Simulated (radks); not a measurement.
Dipole-allowed excitations along the series with 11 electrons in [Ne] 3s1. All-electron calculation, non-relativistic Kohn-Sham, LB94 model potential, spin-polarised, spherical densities, point nucleus; open shells are filled with parallel spins first. Program: a radial shooting solver on a logarithmic mesh with Libxc functionals. Time-dependent linear response with the Hartree and adiabatic LDA kernel, continuum included through the Sternheimer equations. Lines are the poles of the dipole polarisability below minus the highest occupied eigenvalue, found on a grid refined at the orbital gaps; the lowest seven at most are given, and weak or close lines can be missed. The first line takes the name of the lowest orbital gap if no other gap lies below it; otherwise a line is named after a gap within 0.6 % of it, if that gap stands alone.

| species | -e(HOMO) (eV) | lowest orbital gap (eV) | first line (eV) | f | static alpha (bohr^3) | measured (eV) |
|---|---|---|---|---|---|---|
| Mg+ | 15.764 | 3s-3p 4.650 | 4.932 (3s-3p) | 0.879 | 27.36 | 3s-3p 4.430 |
| Al2+ | 29.415 | 3s-3p 6.716 | 7.176 (3s-3p) | 0.794 | 11.82 | - |
| Si3+ | 46.311 | 3s-3p 8.725 | 9.347 (3s-3p) | 0.719 | 6.358 | - |
| P4+ | 66.364 | 3s-3p 10.702 | 11.478 (3s-3p) | 0.656 | 3.864 | - |
| S5+ | 89.527 | 3s-3p 12.660 | 13.584 (3s-3p) | 0.603 | 2.542 | - |

Measured values: term averages from the NIST Handbook of Basic Atomic Spectroscopic Data.
